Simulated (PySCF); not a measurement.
## Electronic structure of Pt(54+) (platinum, charge +54) at the PW91 level

Configuration: [Ar] 3d6, high-spin 5D determinant. All numbers are calculated (PySCF 2.14, the non-relativistic Hamiltonian (point nucleus), in an uncontracted even-tempered set (16 s from 14 bohr⁻², ratio 2.5; 10 p from 18 bohr⁻², ratio 2.5; 7 d from 18 bohr⁻², ratio 2.5; 4 f from 68 bohr⁻², ratio 2.7; 3 g from 100 bohr⁻², ratio 2.7)).

```
Total energy                                                  : -14773.31 hartree
One-electron energy                                           : -16766.14 hartree
Hartree (Coulomb) energy                                      : 2203.29 hartree
Exchange-correlation energy                                   : -210.47 hartree
Kinetic energy                                                : 14774.47065 hartree
⟨S²⟩                                                          : 6.0000
⟨L²⟩                                                          : 6.000
Sum of ⟨r⟩                                                    : 3.109 bohr
Sum of ⟨r²⟩                                                   : 0.5668 bohr²
Traceless quadrupole moment −½Σ⟨3z² − r²⟩ along its main axis : 0.00840 e·bohr²
Density at the nucleus (Gaussians lack the cusp)              : 335000 bohr⁻³
Spin density at the nucleus                                   : -12.6 bohr⁻³
```

```tsv
shell	electrons	mean orbital energy (hartree)	spread (hartree)	rms radius, mean of both spins (bohr)
1s α	1	-2739.86247	0	0.0224
1s β	1	-2739.84953	0	0.0224
2s α	1	-557.09983	0	0.0881
2s β	1	-556.22736	0	0.0881
2p α	3	-540.88163	0.36974	0.0756
2p β	3	-540.25047	0.19632	0.0756
3s α	1	-211.17666	0	0.211
3s β	1	-210.44052	0	0.211
3p α	3	-204.24873	0.40130	0.202
3p β	3	-203.44075	0.17943	0.202
3d α	5	-192.25867	0.58401	0.174
3d β	1	-191.28626	0	0.174
```

A non-relativistic calculation at this Z misses sizeable relativistic shifts. Spin-orbit coupling is strong in this species (close to jj coupling), so the high-spin LS determinant is a model state, not a physical level.
